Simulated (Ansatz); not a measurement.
```xyz
9

N    -1.183    0.471   -1.455
Si    0.107    0.671   -0.390
O     1.270   -0.425   -0.369
Sn    0.568   -0.707    1.656
H    -1.550   -0.431   -1.709
H    -1.787    1.233   -1.715
H     0.388    2.125   -0.326
H     1.987   -0.550    2.616
H     0.200   -2.388    1.692
```

Charge 0, multiplicity 1. Sn: def2 effective core potential.

(1) List the ωB97M-V/def2-TZVPP orbital energies in eV (the Gaussian-basis code of Ansatz). (An estimate is asked.)

Results:

(1) Ansatz gave: Occupied: -1807.93, -525.21, -394.80, -148.86, -142.63, -103.05, -102.96, -102.93, -97.31, -97.14, -97.09, -31.13, -30.78, -30.77, -30.67, -30.57, -28.82, -27.09, -17.58, -17.00, -16.46, -14.13, -12.93, -12.38, -11.61, -11.03, -10.46, -8.28. Lowest empty: 0.24, 1.44, 1.70, 2.53, 3.04, 3.22, 3.51, 4.01.
